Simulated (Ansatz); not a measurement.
Two isomers of CH3FOZn: A = `C[O][Zn][F]`, B = `FC[O][ZnH]`.

Isolated molecules relaxed with PBE0-D4/def2-TZVP in Ansatz; ΔE leaves out vibrations. CBS: MP2 limit from def2 TZ/QZ plus the TZ coupled-cluster correction, frozen cores. Functionals use def2-TZVPP. B3LYP here is the variant with VWN-RPA as its local correlation; programs differ in this. For Zn outer-core shells are correlated without core-valence functions, which leaves a few kJ/mol of doubt a bond. Scalar relativity is left out up to krypton. One conformer a species, not always the lowest.

(1) Which isomer does CCSD(T)/CBS put lower? Give the gap. (Best estimate.)

(2) Give E(B) − E(A) in kcal/mol with B3LYP-D4, MP2/def2-TZVPP, r2SCAN-D4, HF/def2-TZVPP, B3LYP, CCSD/def2-TZVPP, CCSD(T)/def2-TZVPP. (Best estimate.)

Largest T1 diagnostic: 0.017.

## Answers

(1) Computed: A, by 19.2 kcal/mol.

(2) The calculation gave: B3LYP-D4 15.9, MP2/def2-TZVPP 18.5, r2SCAN-D4 14.9, HF/def2-TZVPP 16.0, B3LYP 16.3, CCSD/def2-TZVPP 16.7, CCSD(T)/def2-TZVPP 16.2. None reverses the order clearly.
